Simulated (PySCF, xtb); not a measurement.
CH5FOSi2, SMILES F[Si@H]1CO[SiH2]1.

Harmonic wavenumbers (cm⁻¹) from GFN2-xTB (xtb) at its own minimum, in rising order: 115, 139, 195, 360, 417, 447, 519, 565, 634, 673, 699, 720, 775, 793, 825, 999, 1145, 1232, 1474, 2227, 2254, 2293, 2937, 2959.

Task: What does PBE0-D3(BJ)/def2-SVP (PySCF) give at its own minimum? (Estimate from the structure and the level; the computed values follow.)

Result: 69, 173, 226, 388, 434, 488, 617, 666, 705, 750, 779, 826, 850, 913, 968, 1058, 1200, 1253, 1455, 2224, 2231, 2239, 3047, 3110. Paired by order, the mean absolute difference is 65 cm⁻¹ and the zero-point energies are 36.3 and 38.1 kcal/mol.
